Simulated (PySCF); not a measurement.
In(Cl)(Et)(OH) (C₂H₆ClInO), SMILES C[CH2][In]([OH])[Cl]. Heavy atoms are numbered as in [In:1]([Cl:2])([CH2:3][CH3:4])[OH:10]. Hydrogens are named by the atom that carries them.

The structure is a stationary point at PBE0-D3(BJ)/def2-SVP. The def2 effective core potentials stand for the cores of In; spin–orbit coupling is left out. The values are those of a single conformer.

These are PySCF with PBE/def2-TZVP values and carry that method's errors.

Atomic charges (e), one atom of each kind:

| atom | Löwdin | Mulliken |
|---|---|---|
| In1 | 0.18 | 0.75 |
| Cl2 | 0.03 | -0.40 |
| C3 (CH2) | -0.44 | -0.39 |
| C4 (CH3) | -0.33 | -0.35 |
| H on C3 | 0.15 | 0.14 |
| H on C4 | 0.13 | 0.13 |
| O10 (OH) | -0.29 | -0.59 |
| H on O10 | 0.16 | 0.31 |
